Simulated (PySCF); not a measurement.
# Bond length, frequency and bond energy of BeHg⁺ by level of theory

State: ²Σ⁺ (doublet), unpaired electrons σ ↑. Set-up: Be def2-SVPD, Hg def2-SVPD with ECP60; scalar-relativistic core potentials (PySCF 2.14). De refers to Be⁺ + Hg in their ground configurations, without counterpoise correction. The functionals are run spin-unrestricted. A positive dipole points towards Hg; it is taken about the centre of mass and depends on that origin.

```tsv
Level	Re (Å)	ωe (cm⁻¹)	De (eV)	μ (D)
ROHF	2.497	350	1.24	-3.62
ROHF-MP2	2.429	358	1.15	n/a
ROHF-SCS-MP2	2.444	353	1.15	n/a
ROHF-CCSD	2.449	363	1.31	n/a
ROHF-CCSD(T)	2.448	362	1.33	n/a
PBE	2.420	362	1.62	-5.00
PBEsol	2.398	375	1.65	-5.08
BP86	2.423	361	1.56	-5.13
r²SCAN	2.407	374	1.60	-4.90
PBE0	2.427	366	1.60	-4.79
MN15	2.399	380	1.51	-5.56
```

The bond length runs from 2.398 Å (PBEsol) to 2.497 Å (ROHF). De spans 1.15 eV (ROHF-MP2, perturbation theory) to 1.65 eV (PBEsol, GGA). Correlation at CCSD(T) changes the Hartree–Fock bond energy by +0.09 eV; the triples alone change it by +0.02 eV.

Correlated steps freeze no core orbitals. Correlated levels converge slowly with the basis: in double zeta they bind strong bonds too weakly, by up to about 1 eV, and carry superposition errors of some tenths. Spin–orbit coupling is left out. For an ion De counts to the pair picked by the measured ionisation energies or electron affinities, which need not be the lowest pair at this level. The state is the lowest determinant that a PBE0 search found; another state may lie lower at other levels.
